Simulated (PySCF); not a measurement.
Geometry:
```json
{"atom": "Cr1", "x (Å)": "0.087", "y (Å)": "-0.001", "z (Å)": "0.067"}
{"atom": "O2", "x (Å)": "0.077", "y (Å)": "-0.033", "z (Å)": "1.648"}
{"atom": "O3", "x (Å)": "1.582", "y (Å)": "0.009", "z (Å)": "-0.441"}
{"atom": "S4", "x (Å)": "-0.876", "y (Å)": "1.775", "z (Å)": "-0.600"}
{"atom": "S5", "x (Å)": "-0.870", "y (Å)": "-1.750", "z (Å)": "-0.674"}
```

Total charge -2.

Geometry: PBE0-D3(BJ)/def2-SVP; GIAO shifts from PySCF 2.14, gas phase, non-relativistic, averaged over equivalent atoms.

At B3LYP/pcSseg-1 (pcSseg-2 on Cr) (155 basis functions, 15 s wall time on 1 thread of an Arm Neoverse V2, shared host):
```csv
atoms,δ (ppm)
Cr1,1250.5
O2/O3,1068.6
S4/S5,827.8
```

Scale: CrO4 2- for 53Cr (-2841.46 ppm); 17O (334.04 ppm) against H2O; CS2 for 33S (485.41 ppm) (reference shieldings calculated alike).

Question: Estimate the result of repeating the calculation with PBE0/pcSseg-1 (pcSseg-2 on Cr).

Answer: 
```csv
atoms,δ at PBE0/pcSseg-1 (pcSseg-2 on Cr),change
Cr1,1326.9,+76.4
O2/O3,1088.8,+20.2
S4/S5,800.4,-27.4
```

References, each an isolated molecule treated in the same way: CrO4 2- for 53Cr (σ = -2892.95 ppm); 17O (σ = 334.56 ppm) against H2O; CS2 for 33S (σ = 495.66 ppm).

The largest change is at Cr1 (Cr bonded to 2 O, 2 S). Cost: 155 basis functions, 17 s wall time on 1 thread of an Arm Neoverse V2, shared host.

Unscaled 17O shifts of doubly bonded oxygen tend to come out too high, by tens of ppm or more. Experimental scales use liquid or dissolved standards, which lie at an offset from isolated H2O (liquid H2O: subtract about 36 ppm).
